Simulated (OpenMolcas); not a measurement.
# Levels of Fe⁺ by method

```yaml
Program: OpenMolcas 26.06
Basis: ANO-RCC-VTZP [6s5p3d2f1g]
Scalar_Hamiltonian: DKH2, point nucleus
Active_space: 7 electrons in 6 orbitals (3d 4s)
State_averaging: 2S+1 = 6 even, 6 roots; 2S+1 = 4 even, 35 roots; 2S+1 = 2 even, 58 roots
Spin-orbit_coupling: state interaction with AMFI integrals over the reference wave functions, term energies averaged over their components
```

Methods on the same reference wave functions:
A. CASSCF
B. SS-CASPT2, IPEA 0.25 Eh, imaginary shift 0.1 Eh (closed shells correlated: 3s 3p)
C. MS-CASPT2, IPEA 0.25 Eh, imaginary shift 0.1 Eh (closed shells correlated: 3s 3p)

Energies in cm-1 above 3d6 4s 6D 9/2, the measured ground level; measured values from NIST Handbook of Basic Atomic Spectroscopic Data.

```tsv
Level	A	B	C	Measured
3d6 4s 6D 9/2	0.0	0.0	0.0	0.0
3d6 4s 6D 7/2	393	395	395	385
3d6 4s 6D 5/2	686	687	687	668
3d6 4s 6D 3/2	889	887	887	863
3d6 4s 6D 1/2	1008	1004	1004	977
3d6 4s 4D 7/2	9531	6090	6090	
3d6 4s 4D 5/2	9973	6530	6530	
3d6 4s 4D 3/2	10275	6830	6830	
3d6 4s 4D 1/2	10452	7010	7010	
3d6 4s 4H 13/2	23554	20810	20810	21252
3d6 4s 4H 11/2	23714	20960	20960	21430
3d6 4s 4H 9/2	23851	21090	21090	21582
3d6 4s 4H 7/2	23965	21210	21210	21712
3d6 4s 4P 5/2	25635	19930	19930	
3d6 4s 4P 3/2	26625	20910	20910	
3d6 4s 4F 9/2	26765	21980	21980	
3d6 4s 4F 7/2	26924	22140	22140	
3d6 4s 4F 5/2	27067	22270	22270	
3d6 4s 4F 3/2	27181	22380	22380	
3d6 4s 4P 1/2	27222	21510	21510	
3d6 4s 4G 11/2 [58 %]	29143	25090	25090	25429
3d6 4s 4G 9/2 [57 %]	29568	25480	25480	25805
3d6 4s 2H 11/2 [58 %]	29689	25710	25710	26170
3d6 4s 2H 9/2 [59 %]	29825	25850	25850	26353
```

Deviations, from unrounded energies. A percentage is the sum of absolute deviations over the sum of measured energies, with the sign that they share, or ± where signs differ.

```
                        Against measurement  Levels      A     B     C
             mean absolute deviation (cm-1)      12   2000   300   300
      fine structure of the ground term (%)       4   +2.9  +2.8  +2.8
other terms of the ground configuration (%)       8  +12.4  -1.9  -1.9
```

B, C lie about equally close to measurement and A furthest from it. The largest miss of C in the table is 3d6 4s 4H 7/2, by -510 cm-1. The ranking rests on the paired levels alone, and a cruder setting can come out closer through cancelling errors.

Between B and C no level of the table moves by more than 5 cm-1.

The two smallest mean deviations differ by little beside CASPT2's spread within terms, so their order carries little weight.

From A to B the spin-free energies of the other terms of 3d6 4s shown, above 6D, scale by factors of 0.64 to 0.88.

The lowest spin-free term lies below A's lowest term by 0.475 hartree in B, 0.475 hartree in C.

CASPT2 breaks the degeneracy within a term, and the mean is taken; among the terms shown or strongly mixed into the levels shown the widest spread is 340 cm-1 (3d6 4s 2H, C). Over all roots computed the reference weight is 0.88 to 0.94 in B, 0.88 to 0.94 in C; the roots of lowest weight are the least certain, and an intruder state may touch them. Some levels mix across a computed gap that differs much from the measured one, so their mixing is not that of the real levels. No level of 3d7 was computed, though it lies in the active space. Without dynamic correlation excited terms often stand tens of per cent too high (terms of higher spin than the ground term too low), and those without a measured partner can miss by more than the paired ones (holds for A). The CASPT2 spread within a term exceeds the gap to the next term for 3d6 4s 4G and 3d6 4s 2H, so the order of their levels is uncertain, and so are names and mixing where such terms share a J (holds for C). Measured partners are found by configuration, term and J. A level has none where our copy of the source lacks it or the pairing is in doubt (some pairs that miss far off the trend of their configuration count as doubtful), and it then counts in no deviation. Levels of configurations outside the active space are missing. The table leaves out levels that lie high or whose names do not pair safely across all columns.

A share in square brackets marks a mixed level and gives the weight of the term that names it, the lowest over the columns.
